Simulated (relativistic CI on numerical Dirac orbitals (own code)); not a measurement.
**Ru⁴⁺: resonant inelastic scattering at the M2,3 edge**

Computed with this model: Dirac-Coulomb-Breit CI, separate exchange-only KLI orbitals for each configuration, a model potential for QED, valence Slater integrals scaled by 0.7, Kramers-Heisenberg scattering through one core-hole configuration in a parametric crystal field; configurations [Kr] 4d4 → [Ne] 3s2 3p5 3d10 4s2 4p6 4d5; 10 K; core-hole width 2 eV; summed over polarisations. Incident energies are the highest absorption maxima for each field (at most a few, so the weaker spin-orbit partner edge can be absent), on the computed scale of the free ion. Intensities are in per cent of the strongest line above 0.02 eV; levels within 1 cm⁻¹ are merged; final levels count from the ground level, the first row holds all elastic scattering, lines under 0.4 are left out and each table stops after 24 rows. The scale of the Slater integrals is a model choice and moves the terms in proportion.

Field parameters in Wybourne normalisation: D4h B²₀ = −7Ds, B⁴₀ = 21(Dq − Dt), B⁴₄ = 21√(5/14) Dq. The field is a parameter set, without covalency.

S is read from ⟨S²⟩ = S(S + 1).

D4h, 10Dq = 39600, Ds = -1500, Dt = 820 cm⁻¹:

| Final level (eV) | Degeneracy | Irrep | S | 467.6 eV | 470.5 eV | 493 eV |
| --- | --- | --- | --- | --- | --- | --- |
| 0.000 | 1 | A1 | 1.00 | 278.1 | 473.7 | 59.7 |
| 0.026 | 2 | E | 1.00 | 21.8 | 0.8 | 0.1 |
| 0.991 | 1 | A1 | 1.00 | 13.0 | 2.9 | 0.2 |
| 1.000 | 1 | A2 | 1.01 | 3.9 | 3.8 | 1.1 |
| 1.047 | 1 | B1 | 0.65 | 1.8 | 0.0 | 0.5 |
| 1.078 | 2 | E | 1.00 | 46.2 | 11.9 | 2.0 |
| 1.253 | 1 | B2 | 0.77 | 2.8 | 0.1 | 0.4 |
| 1.277 | 1 | B1 | 0.61 | 4.7 | 1.9 | 0.5 |
| 1.856 | 1 | A1 | 0.05 | 21.3 | 4.9 | 1.9 |
| 2.098 | 2 | E | 0.04 | 9.8 | 2.2 | 1.1 |
| 2.854 | 2 | B1+B2 | 1.99 | 0.0 | 0.2 | 0.6 |
| 2.856 | 2 | E | 1.99 | 0.1 | 2.2 | 0.2 |
| 2.856 | 1 | A1 | 1.99 | 2.4 | 23.5 | 10.4 |
| 3.088 | 1 | B1 | 1.99 | 0.3 | 5.1 | 2.9 |
| 3.088 | 2 | E | 1.99 | 3.3 | 25.6 | 8.5 |
| 3.090 | 2 | A1+A2 | 1.98 | 0.1 | 2.4 | 0.5 |
| 3.777 | 1 | A1 | 0.06 | 3.1 | 1.7 | 0.6 |
| 3.940 | 1 | A2 | 1.02 | 0.0 | 0.6 | 0.5 |
| 3.945 | 1 | A1 | 1.01 | 1.3 | 16.6 | 11.2 |
| 3.982 | 2 | E | 1.01 | 14.5 | 100.0 | 26.7 |
| 4.049 | 1 | B1 | 1.01 | 0.4 | 4.4 | 3.2 |
| 4.050 | 1 | B2 | 1.00 | 0.1 | 1.1 | 0.1 |
| 4.626 | 1 | A2 | 0.99 | 9.8 | 47.0 | 7.2 |
| 4.642 | 2 | E | 1.00 | 0.1 | 0.6 | 0.3 |

D4h, 10Dq = 39600, Ds = -860, Dt = 820 cm⁻¹:

| Final level (eV) | Degeneracy | Irrep | S | 467.5 eV | 470.4 eV | 493 eV |
| --- | --- | --- | --- | --- | --- | --- |
| 0.000 | 1 | A1 | 1.00 | 290.3 | 480.7 | 58.4 |
| 0.029 | 2 | E | 1.00 | 23.3 | 1.1 | 0.2 |
| 0.768 | 1 | A1 | 1.01 | 13.6 | 3.0 | 0.3 |
| 0.771 | 1 | A2 | 1.01 | 3.4 | 3.3 | 1.0 |
| 0.851 | 2 | E | 1.00 | 46.6 | 13.2 | 2.0 |
| 0.856 | 1 | B2 | 0.81 | 0.3 | 0.1 | 0.5 |
| 0.885 | 1 | B1 | 0.91 | 3.5 | 0.3 | 0.9 |
| 1.147 | 1 | B2 | 0.40 | 2.5 | 0.1 | 0.2 |
| 1.216 | 1 | B1 | 0.23 | 3.0 | 1.5 | 0.1 |
| 1.793 | 1 | A1 | 0.04 | 20.6 | 4.9 | 1.8 |
| 1.877 | 2 | E | 0.04 | 10.3 | 2.3 | 1.1 |
| 2.779 | 1 | B1 | 1.99 | 0.4 | 4.5 | 2.5 |
| 2.780 | 2 | E | 1.99 | 3.2 | 23.9 | 8.3 |
| 2.783 | 1 | A1 | 1.98 | 0.1 | 2.1 | 0.5 |
| 2.783 | 1 | A2 | 1.98 | 0.0 | 0.4 | 0.0 |
| 2.861 | 1 | B2 | 1.99 | 0.0 | 0.1 | 0.5 |
| 2.861 | 1 | B1 | 1.99 | 0.0 | 0.1 | 0.6 |
| 2.863 | 2 | E | 1.99 | 0.1 | 1.9 | 0.2 |
| 2.863 | 1 | A1 | 1.99 | 2.0 | 28.1 | 10.8 |
| 3.407 | 1 | A1 | 0.04 | 4.6 | 1.8 | 0.5 |
| 3.881 | 1 | A2 | 1.01 | 0.1 | 1.2 | 0.6 |
| 3.885 | 1 | A1 | 1.01 | 1.4 | 17.7 | 10.9 |
| 3.930 | 2 | E | 1.00 | 15.1 | 100.0 | 24.3 |
| 4.008 | 1 | B1 | 1.00 | 0.4 | 3.7 | 2.5 |

D4h, 10Dq = 39600, Ds = -210, Dt = 820 cm⁻¹:

```csv
Final level (eV),Degeneracy,Irrep,S,467.4 eV,470.5 eV,493.2 eV
0.000,1,A1,1.00,379.9,596.1,72.8
0.034,2,E,1.00,31.5,3.7,0.8
0.542,1,A2,1.01,3.0,4.3,1.2
0.548,1,A1,1.01,18.0,4.6,0.4
0.626,2,E,1.00,56.3,16.5,2.2
0.667,1,B2,0.94,0.5,0.1,0.7
0.677,1,B1,0.98,4.4,0.3,1.4
1.112,1,B2,0.18,2.8,0.1,0.1
1.203,1,B1,0.10,3.4,1.7,0.1
1.655,2,E,0.04,13.2,2.4,1.2
1.700,1,A1,0.03,22.9,5.2,1.7
2.469,1,B1,1.99,0.5,4.3,2.5
2.470,2,E,1.99,3.9,25.8,8.2
2.475,1,A1,1.99,0.2,3.4,1.0
2.475,1,A2,1.99,0.0,0.7,0.1
2.872,2,B1+B2,1.99,0.1,0.6,1.7
2.874,2,E,1.99,0.1,2.0,0.4
2.874,1,A1,1.99,2.2,36.5,14.2
3.057,1,A1,0.05,9.5,3.0,0.8
3.814,1,A2,1.01,0.1,2.0,0.8
3.816,1,A1,1.00,1.9,22.2,11.8
3.863,2,E,1.00,19.2,100.0,22.9
3.949,1,B1,1.00,0.5,4.2,2.3
3.952,1,B2,1.00,0.3,2.3,0.2
```

For the first field the strongest loss at the lowest incident energy is the level at 1.08 eV (S = 1.00, against 1.00 in the thermal ground state). Levels of other spin, the first over 8 % at 1.86 eV, appear because spin-orbit coupling of the core hole, and in heavier ions of the valence shell too, mixes spins.
